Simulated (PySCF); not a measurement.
## Calculated NMR parameters of C1CC1[C@H]1C[C@@H]2O[C@@H]2C1

| Item | Value |
| --- | --- |
| Formula | C8H12O |
| SMILES | C1CC1[C@H]1C[C@@H]2O[C@@H]2C1 |
| Point group of the computed structure | Cs |
| Degrees of unsaturation | 3 |
| Carbon signals | 5 |
| Proton signals | 7 |

Molfile (atoms numbered from 1):
```
C8H12O
     RDKit          3D

 21 23  0  0  0  0  0  0  0  0999 V2000
    2.3935   -0.7068    0.6676 C   0  0  0  0  0  0  0  0  0  0  0  0
    2.4818    0.6147   -0.0323 C   0  0  0  0  0  0  0  0  0  0  0  0
    1.2948   -0.2736   -0.2564 C   0  0  0  0  0  0  0  0  0  0  0  0
   -0.0505    0.1113    0.3037 C   0  0  1  0  0  0  0  0  0  0  0  0
   -0.8393    1.0611   -0.6224 C   0  0  0  0  0  0  0  0  0  0  0  0
   -2.2862    0.7736   -0.2867 C   0  0  2  0  0  0  0  0  0  0  0  0
   -2.5695    0.6903    1.0827 O   0  0  0  0  0  0  0  0  0  0  0  0
   -2.3708   -0.5161    0.3990 C   0  0  2  0  0  0  0  0  0  0  0  0
   -0.9808   -1.1002    0.5258 C   0  0  0  0  0  0  0  0  0  0  0  0
    3.0511   -1.5022    0.3520 H   0  0  0  0  0  0  0  0  0  0  0  0
    2.1930   -0.7060    1.7280 H   0  0  0  0  0  0  0  0  0  0  0  0
    3.2000    0.7281   -0.8297 H   0  0  0  0  0  0  0  0  0  0  0  0
    2.3414    1.5100    0.5536 H   0  0  0  0  0  0  0  0  0  0  0  0
    1.2360   -0.7767   -1.2152 H   0  0  0  0  0  0  0  0  0  0  0  0
    0.0892    0.6126    1.2648 H   0  0  0  0  0  0  0  0  0  0  0  0
   -0.5711    2.1033   -0.4562 H   0  0  0  0  0  0  0  0  0  0  0  0
   -0.6645    0.8175   -1.6723 H   0  0  0  0  0  0  0  0  0  0  0  0
   -3.0771    1.1640   -0.9154 H   0  0  0  0  0  0  0  0  0  0  0  0
   -3.2309   -1.1705    0.3246 H   0  0  0  0  0  0  0  0  0  0  0  0
   -0.8389   -1.8497   -0.2555 H   0  0  0  0  0  0  0  0  0  0  0  0
   -0.8100   -1.5674    1.4944 H   0  0  0  0  0  0  0  0  0  0  0  0
  1  2  1  0
  2  3  1  0
  3  4  1  0
  4  5  1  0
  5  6  1  0
  6  7  1  0
  7  8  1  0
  8  9  1  0
  3  1  1  0
  9  4  1  0
  8  6  1  0
  1 10  1  0
  1 11  1  0
  2 12  1  0
  2 13  1  0
  3 14  1  0
  4 15  1  1
  5 16  1  0
  5 17  1  0
  6 18  1  6
  8 19  1  6
  9 20  1  0
  9 21  1  0
M  END
```

Theoretical values (PySCF 2.14.0 with density-fitted response routines): geometry: GFN2-xTB, shieldings: GIAO PBE0/pcSseg-1. One averaged value for each set of equivalent atoms, non-relativistic, one computed conformer, gas phase.

Chemical shifts δ = σref − σ; $^{1}$H (σ = 31.72 ppm), $^{13}$C (σ = 186.93 ppm) vs TMS; $^{17}$O (σ = 336.08 ppm) vs H2O, all at this level.

| carbon | δC, type | δH (multiplicity) | HMBC from (2–3 bonds) | span of the C tensor (ppm) |
| --- | --- | --- | --- | --- |
| C1/C2 | 6.1, CH2 | H10 0.44 (m); H11 0.04 (m) | H15, H10/H12, H14, H11/H13 | 65 |
| C3 | 18.0, CH | 0.20 (m) | H16/H21, H17/H20, H15, H10/H12, H11/H13 | 74 |
| C4 | 42.6, CH | 0.82 (m) | H18/H19, H16/H21, H17/H20, H10/H12, H14, H11/H13 | 39 |
| C5/C9 | 38.0, CH2 | H16 2.21 (m); H17 1.20 (m) | H18/H19, H16/H21, H17/H20, H15, H14 | 48 |
| C6/C8 | 53.9, CH | 3.04 (m) | H18/H19, H16/H21, H17/H20, H15 | 97 |

Other nuclei:
| atoms | nucleus | environment | δ (ppm) | σ (ppm) |
| --- | --- | --- | --- | --- |
| O7 | $^{17}$O | ether oxygen | 23.8 | 312.2 |

1. Carbon types of the structure: 4 × CH, 4 × CH2, which accounts for all hydrogens.
2. δC 42.6: sp3 CH in a ring; saturated and bonded to C and H only.
3. δC 38.0: sp3 CH2 in a ring; aliphatic region, no heteroatom directly attached.
4. δC 18.0, 6.1: three-membered-ring carbon; carbons of three-membered rings are unusually shielded.
5. δH 0.82: hydrogen on an sp3 CH in a ring; far from electronegative atoms and π systems.
6. δH 0.44, 0.20, 0.04: hydrogen on a three-membered-ring carbon; cyclopropane-type protons are shielded by the ring.

Shifts are as computed. Against solution values, carbons near 30 ppm lie about +3 ppm off and those near 130 ppm about +5 ppm. Of 1211 compounds with measured shifts, 218 miss one by over three times the rms of a fit or turn the order of signals round; such compounds aren't used in these exercises. Experimental scales use liquid or dissolved standards, which lie at an offset from isolated H2O (liquid H2O: subtract about 36 ppm). Multiplicities follow the n + 1 count of equivalent neighbours, as no J values were calculated; m marks all less simple cases, F and P coupling included.
